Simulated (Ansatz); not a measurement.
Wavefunction ladder for CH₅FN₂OW (`C[O][W](=[NH])(=[NH])[F]`)

Cartesian coordinates in Å:
```
C -0.253 0.326 -1.951
O -0.002 -0.597 -0.922
W -0.095 -0.612 0.945
N 1.506 -0.893 1.582
N -0.701 0.950 1.447
F -1.254 -1.945 1.585
H 0.695 0.704 -2.345
H -0.855 1.165 -1.589
H -0.791 -0.183 -2.755
H 2.380 -0.737 2.054
H -0.631 1.822 1.948
```

Charge 0, multiplicity 1. Correlated methods include outer-core shells of W, which these sets cover unevenly. W: def2 effective core potential. All single points use the PBE0-D4/def2-TZVP geometry. It is one conformer, not always the lowest. Frozen core, restricted reference, the Gaussian-basis code of Ansatz.

```tsv
basis	HF (Eh)	MP2 corr.
def2-SVP	-390.17912	-1.23757
def2-TZVPP	-390.61236	-1.59419
def2-QZVPP	-390.62863	-1.73603
```

Q: Estimate the CCSD correlation energy and the (T) correction in each basis where they were run (hartree).

A: 
```
     basis  CCSD corr.       (T)
  def2-SVP    -1.21222  -0.05223
def2-TZVPP    -1.55208  -0.08057
```
